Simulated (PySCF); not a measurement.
# Be: excitation energy

Be [He] 2s2 (1S) → Be [He] 2s1 3d1 (3D), as a difference of total energies. All numbers are calculated (PySCF 2.14, the spin-free X2C one-electron Hamiltonian (Gaussian nucleus), in aug-cc-pCVTZ-DK with one added diffuse shell each of s, p, d, f type (8s7p5d3f, 75 functions)). Correlated levels: valence and next inner shell: nothing frozen. The calculations carry no spin-orbit coupling.

| method | excitation energy (eV) |
| --- | --- |
| UHF | 6.652 |
| MP2 (valence and next inner shell) | 7.419 |
| SCS-MP2 (valence and next inner shell) | 7.602 |
| CCSD (valence and next inner shell) | 7.796 |
| CCSD(T) (valence and next inner shell) | 7.806 |

Problem. How much does correlation contribute at CCSD(T) (valence and next inner shell)?

Solution. 7.806 − (6.652) = 1.154 eV, measured against UHF.

The promoted electron is Rydberg-like, and one or two diffuse shells describe it only roughly, which tends to raise the upper state.
